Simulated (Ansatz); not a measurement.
The pair A = CHN (SMILES C#N) (first 3 atoms), B = HI (SMILES I); geometry from B3LYP-D3(BJ)/def2-TZVP.
(charge 0, multiplicity 1):
```xyz
5

C      1.1080    -0.1674     1.0391
N      0.2294     0.0163     1.7496
H      1.9270    -0.3386     0.3768
I     -2.7320     0.6544     4.1558
H     -1.4923     0.3846     3.1463
```

Frozen-core correlation. Filled d and f shells under p-block atoms count as core.

The values were computed with Ansatz (Gaussian orbitals). Values without a source in brackets are computed. In def2 rows elements past Kr take small-core potentials, without spin–orbit coupling.

Total energies (hartree), monomers frozen at their geometry in the pair:

| structure | HF/def2-TZVPPD | PBE/def2-TZVPPD | CCSD(T)/def2-SVPD |
|---|---|---|---|
| AB | -390.1571381 | -391.6436962 | -390.4936373 |
| A in the pair's basis | -92.9128300 | -93.3475544 | -93.1230301 |
| B in the pair's basis | -297.2427319 | -298.2919119 | -297.3667609 |
| A | -92.9127976 | -93.3474635 | -93.1208051 |
| B | -297.2426773 | -298.2918669 | -297.3658189 |

Problem. Work out the interaction energy without and with the counterpoise correction, and the superposition error, for each level.

Solution. 
E(AB) − E(A) − E(B), times 627.509 kcal/mol, with the monomers in their own basis and then in the pair's basis:
- HF/def2-TZVPPD: -1.04 uncorrected, -0.99 corrected; the monomers gain 0.05 kcal/mol from borrowed functions
- PBE/def2-TZVPPD: -2.74 uncorrected, -2.65 corrected; the monomers gain 0.09 kcal/mol from borrowed functions
- CCSD(T)/def2-SVPD: -4.40 uncorrected, -2.41 corrected; the monomers gain 1.99 kcal/mol from borrowed functions

Ansatz is a first-principles code.
